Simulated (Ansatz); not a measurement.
ZrClF₃. The state is a singlet with charge 0. Geometry PBE-D4/def2-SVP.

```xyz
5

Zr    0.080    0.008    0.014
Cl   -2.227   -0.228   -0.393
F     1.020   -1.489   -0.690
F     0.400    0.116    1.887
F     0.726    1.593   -0.817
```

In the def2 sets Zr takes a core potential, while STO-3G treats all electrons; there is no spin–orbit coupling. LC-ωPBE has ω = 0.4 bohr⁻¹.

Q: Estimate the orbital energies around the gap (eV) in Ansatz with HF/STO-3G, BLYP-D4/def2-TZVP, r2SCAN-D4/def2-TZVP, PBE0-D4/def2-SVP, LC-ωPBE/def2-TZVP.

A: 
```json
{"orbital": "HOMO−5", "HF/STO-3G": "-12.62", "BLYP-D4/def2-TZVP": "-10.22", "r2SCAN-D4/def2-TZVP": "-10.79", "PBE0-D4/def2-SVP": "-12.20", "LC-ωPBE/def2-TZVP": "-15.24"}
{"orbital": "HOMO−4", "HF/STO-3G": "-12.62", "BLYP-D4/def2-TZVP": "-10.22", "r2SCAN-D4/def2-TZVP": "-10.79", "PBE0-D4/def2-SVP": "-12.20", "LC-ωPBE/def2-TZVP": "-15.24"}
{"orbital": "HOMO−3", "HF/STO-3G": "-12.24", "BLYP-D4/def2-TZVP": "-10.18", "r2SCAN-D4/def2-TZVP": "-10.76", "PBE0-D4/def2-SVP": "-12.18", "LC-ωPBE/def2-TZVP": "-15.21"}
{"orbital": "HOMO−2", "HF/STO-3G": "-11.35", "BLYP-D4/def2-TZVP": "-9.29", "r2SCAN-D4/def2-TZVP": "-9.87", "PBE0-D4/def2-SVP": "-10.94", "LC-ωPBE/def2-TZVP": "-13.76"}
{"orbital": "HOMO−1", "HF/STO-3G": "-10.45", "BLYP-D4/def2-TZVP": "-8.40", "r2SCAN-D4/def2-TZVP": "-8.95", "PBE0-D4/def2-SVP": "-9.94", "LC-ωPBE/def2-TZVP": "-12.82"}
{"orbital": "HOMO", "HF/STO-3G": "-10.45", "BLYP-D4/def2-TZVP": "-8.40", "r2SCAN-D4/def2-TZVP": "-8.95", "PBE0-D4/def2-SVP": "-9.94", "LC-ωPBE/def2-TZVP": "-12.82"}
{"orbital": "LUMO", "HF/STO-3G": "6.10", "BLYP-D4/def2-TZVP": "-2.67", "r2SCAN-D4/def2-TZVP": "-2.63", "PBE0-D4/def2-SVP": "-1.85", "LC-ωPBE/def2-TZVP": "0.46"}
{"orbital": "LUMO+1", "HF/STO-3G": "6.10", "BLYP-D4/def2-TZVP": "-2.66", "r2SCAN-D4/def2-TZVP": "-2.63", "PBE0-D4/def2-SVP": "-1.85", "LC-ωPBE/def2-TZVP": "0.46"}
{"orbital": "LUMO+2", "HF/STO-3G": "6.87", "BLYP-D4/def2-TZVP": "-1.91", "r2SCAN-D4/def2-TZVP": "-1.81", "PBE0-D4/def2-SVP": "-1.02", "LC-ωPBE/def2-TZVP": "0.96"}
{"orbital": "LUMO+3", "HF/STO-3G": "7.48", "BLYP-D4/def2-TZVP": "-1.40", "r2SCAN-D4/def2-TZVP": "-1.19", "PBE0-D4/def2-SVP": "-0.62", "LC-ωPBE/def2-TZVP": "1.13"}
{"orbital": "LUMO+4", "HF/STO-3G": "7.48", "BLYP-D4/def2-TZVP": "-1.34", "r2SCAN-D4/def2-TZVP": "-1.19", "PBE0-D4/def2-SVP": "-0.42", "LC-ωPBE/def2-TZVP": "1.64"}
{"orbital": "LUMO+5", "HF/STO-3G": "9.38", "BLYP-D4/def2-TZVP": "-1.34", "r2SCAN-D4/def2-TZVP": "-0.79", "PBE0-D4/def2-SVP": "-0.42", "LC-ωPBE/def2-TZVP": "1.64"}
```
